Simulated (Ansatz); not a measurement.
The multiplicity is imposed and other spin states were not computed.

Species: [Zn(CH3)(NH2)] (charge 0, multiplicity 1).

**Question.** Give a relaxed geometry from PBE-D3(BJ)/def2-SVP (Ansatz, a quantum-chemistry and plane-wave program).

**Answer.** This is not unique; one that fits is the end point of this relaxation, one of several conformers.
Cartesian coordinates (Å) in one orientation:
```xyz
8

Zn    -0.043    -0.102     0.034
C     -1.741     0.702     0.494
H     -2.102     1.364    -0.321
H     -1.651     1.321     1.411
H     -2.522    -0.063     0.679
N      1.628    -0.698    -0.445
H      1.642    -1.370    -1.223
H      2.165    -1.141     0.313
```
